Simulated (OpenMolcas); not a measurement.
Mo4+ in a ligand field

Mo4+ with 6 ligands (fluoride) in octahedral coordination (Oh) at 1.96 Å. A charge of +0.333 e stands 2.8 Å behind each ligand. Ligand basis ANO-RCC-VDZP.
```
Mo    0.0000    0.0000    0.0000
F     1.9600    0.0000    0.0000
F     0.0000    1.9600    0.0000
F    -1.9600    0.0000    0.0000
F     0.0000   -1.9600    0.0000
F     0.0000    0.0000    1.9600
F     0.0000    0.0000   -1.9600
```

```
Program             : OpenMolcas 26.06
Method              : SS-CASPT2, IPEA 0.25 Eh, imaginary shift 0.1 Eh (closed shells correlated: 4s 4p and the ligand valence shells)
Basis               : ANO-RCC-VTZP [7s6p4d2f1g]
Scalar Hamiltonian  : DKH2, point nucleus
Active space        : 2 electrons in 5 orbitals (4d)
State averaging     : 2S+1 = 3 even, 10 roots; 2S+1 = 1 even, 15 roots
Spin-orbit coupling : RASSI with atomic mean-field integrals over the reference wave functions
```

The lowest spin-free states (labels of O, the rotations of Oh), above the lowest:

| State | Degeneracy | E (cm-1) |
| --- | --- | --- |
| 3T1 | 3 | 0 |
| 1T2 | 3 | 7740 |
| 1E | 2 | 7860 |
| 1A1 | 1 | 18620 |
| 3T2 | 3 | 29810 |
| 3T1 | 3 | 36690 |
| 1T2 | 3 | 37590 |
| 1T1 | 3 | 40140 |
| 3A2 | 1 | 61050 |
| 1E | 2 | 68460 |
| 1A1 | 1 | 78120 |

The lowest levels with spin-orbit coupling:

| E (cm-1) | Degeneracy | Label | 2S+1 |
| --- | --- | --- | --- |
| 0 | 2 | E | 3 |
| 31 | 3 | T2 | 3 |
| 1030 | 3 | T1 | 3 |
| 1470 | 1 | A1 | 3 |
| 8310 | 3 | T2 | 1 |
| 8470 | 2 | E | 1 |
| 19210 | 1 | A1 | 1 |
| 30000 | 1 | A2 | 3 |
| 30200 | 3 | T2 | 3 |
| 30570 | 3 | T1 | 3 |
| 30590 | 2 | E | 3 |
| 36720 | 1 | A1 | 3 |
| 37000 | 3 | T1 | 3 |
| 37260 | 3 | T2 | 3 (74 %) |
| 37600 | 2 | E | 3 |
| 38500 | 3 | T2 | 1 (74 %) |
| 40770 | 3 | T1 | 1 |
| 61710 | 3 | T2 | 3 |
| 69100 | 2 | E | 1 |
| 78770 | 1 | A1 | 1 |

Powder χT (cm3 K/mol): 0.0129 at 2 K, 0.0641 at 10 K, 0.167 at 50 K, 0.215 at 100 K, 0.298 at 200 K, 0.379 at 300 K. The effective moment at 300 K is 2.828 √(χT) = 1.74 μB.

The lowest level has 2S+1 = 3, for which the spin-only value is χT = S(S+1) / 2 = 1.000 cm3 K/mol (g = 2). The computed 0.379 at 300 K differs by -0.621, through orbital momentum, spin-orbit coupling and any other state in reach. With a threefold ground state the orbital momentum is unquenched, so the spin-only value is not expected to hold.

A least-squares ligand-field fit to the states below 45000 cm-1, each weighted by its degeneracy and with a free common offset, gives 10Dq = 30574 cm-1, B = 574 cm-1 and C = 1952 cm-1 (C/B = 3.40), with an rms deviation of 285 cm-1.

The same method and metal basis give the free ion B = 776 cm-1 (fit to its terms below 60000 cm-1, rms deviation 446 cm-1), so the nephelauxetic ratio is β = 574 / 776 = 0.74; it hangs on how both fits weigh the states, and computed free-ion B values tend to be too large, so β mixes covalency with correlation.

Roots that are degenerate in the reference are averaged as groups; the widest CASPT2 spread within a group is 740 cm-1 (the 3-fold group of multiplicity 1 near 37600 cm-1 above the lowest state of its run). Shifts and gaps below about the spread of the groups concerned are not significant. Over all roots computed the reference weight is 0.70 to 0.71; a low but even weight reflects the number of correlated electrons. An orbital triplet at a regular site is open to Jahn-Teller coupling, which can distort the site and quench the lowest spin-orbit gaps and is left out. The least metal-like active orbital is 79 % on the metal (Löwdin) and no ligand orbital is active, so the numbers are rough. Ligand-to-metal charge-transfer states are missing. With no ligand orbital active B as a rule stays too high, so bands that hang on it stand too high and its fall with covalency is understated. With one d shell and no ligand orbital active, 10Dq can be off by a tenth or more. No measured value stands beside these numbers; the geometry was imposed, not optimised, and the real ion may take another.
